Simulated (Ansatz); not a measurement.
`[OH][GeH]([F])[SH]` + `[SiH3]S` → `[OH][GeH]([F])[S][SiH3]` + H₂S  (ligand exchange at a Ge–S bond)

Calculated with Ansatz (gas phase, PBE0-D4/def2-TZVP geometries, no zero-point term in ΔE). CCSD(T)/CBS adds triple-zeta CCSD(T) − MP2 to the extrapolated MP2 energy (def2 sets, frozen cores). This one scheme is used for every species. DFT in def2-TZVPP. B3LYP here is the variant with VWN-RPA as its local correlation; programs differ in this. For Ge outer-core shells are correlated without core-valence functions, which leaves a few kJ/mol of doubt a bond. Scalar relativity is left out up to krypton. Each species was taken in one conformer, which may not be the lowest.

```csv
level,ΔE (kcal/mol),difference from CCSD(T)/CBS
PBE-D4,-1.4,0.7
r2SCAN-D4,-1.5,0.6
B3LYP-D4,-1.8,0.3
ωB97X-V,-1.7,0.4
ωB97M-V,-1.9,0.2
B2PLYP,-0.9,1.2
PBE0,-0.6,1.5
B3LYP,0.0,2.1
HF/def2-TZVPP,-0.4,1.7
CCSD/def2-TZVPP,-1.5,0.6
CCSD(T)/def2-TZVPP,-1.8,0.3
HF/def2-QZVPP,-0.3,1.8
SCS-MP2/def2-QZVPP,-1.8,0.3
HF/CBS(def2),-0.3,1.8
MP2/CBS(def2),-2.4,-0.3
CCSD/CBS(def2),-1.8,0.3
CCSD(T)/CBS,-2.1,0
```

Largest T1 diagnostic among the species: 0.012.

In def2-TZVPP, CCSD(T) changes the Hartree–Fock value by −1.4 kcal/mol (the triples alone add −0.3 kcal/mol) and MP2 by −1.8 kcal/mol. The D4 term adds −1.8 kcal/mol with B3LYP and −1.0 kcal/mol with PBE0; it sums over pairs of atoms, weighted by their polarisabilities, and B3LYP, whose exchange is more repulsive, gets the larger term.
